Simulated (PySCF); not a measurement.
A structure optimised at B3LYP-D3(BJ)/def2-SVP, used in a PySCF frequency run:

```xyz
8

Ta     0.0987     0.1288     0.0000
O      1.6590     0.8473     0.0000
Cl    -0.2711    -0.9922    -1.9956
Cl    -0.2711    -0.9922     1.9956
C     -1.1777     1.8467     0.0000
H     -0.9776     2.4660    -0.8917
H     -2.2385     1.5403     0.0000
H     -0.9776     2.4660     0.8917
```
Charge 0, spin multiplicity 1.

Question: Write its SMILES, formula and point group.

Answer: [CH3][Ta](=[O])([Cl])[Cl], CH3Cl2OTa, Cs

Question: What are its rotational constants (standard atomic weights)?

Answer: 2.3583, 1.4153, 1.1888 GHz
